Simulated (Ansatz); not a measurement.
System: sum formula InH$_{2}$F, charge 0, multiplicity 1. 
Structure (B3LYP-D3(BJ)/def2-TZVP (Ansatz, a program for electronic structure) minimum search):
```xyz
4

F     -0.8615     1.4647     0.0100
In     0.1404    -0.2388    -0.0016
H     -0.9461    -1.5548     0.0089
H      1.8186     0.0714    -0.0191
```

Quantity: vertical ionisation energy (to the doublet state of charge +1; each state is the SCF solution reached for its spin; the UHF <S^2> is 0.88 for the doublet (pure: 0.75); for the doublet T1 is 0.046), in eV. Cores are frozen in the correlated levels unless marked. UHF or UKS for open shells. No spin-orbit coupling. The frozen core is the preceding noble-gas configuration, with the filled d and f shells of earlier blocks. In def2 rows, elements after Kr have scalar-relativistic effective core potentials. Basis-set limits of correlation are two-point, X^-3; Hartree-Fock from the larger set.

```csv
level,program,vertical ionisation energy (eV)
HF/def2-TZVPPD,Ansatz,10.90
BHLYP/def2-TZVPD,Ansatz,11.43
CAM-B3LYP/def2-TZVPD,Ansatz,11.41
wB97M-V/def2-TZVPD,Ansatz,11.45
MP2/def2-SVPD,Ansatz,11.48
MP2/def2-QZVPPD,Ansatz,11.59
```

**Question.** What does CCSD(T)/CBS(def2-TZVPPD,def2-QZVPPD) (Ansatz) give?

**Answer.** 11.52 eV
